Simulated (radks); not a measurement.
Question: The silicon ion Si3+ is in [Ne] 3s1. All-electron calculation, scalar-relativistic Kohn-Sham, BLYP, spin-polarised, spherical densities, finite nucleus; Fermi nuclear charge, rms radius of each element as measured or else 0.836 A^(1/3) + 0.57 fm. Program: a radial shooting solver on a logarithmic mesh with Libxc functionals. Open shells are filled with parallel spins first. One electron is removed from 1s, 2p, 3s, 2s in turn, with full relaxation. Which removal costs least, and what does each cost?

Answer: 3s 45.930 eV; 2p 149.44 eV; 2s 192.04 eV; 1s 1890.2 eV. The 3s electron leaves first.
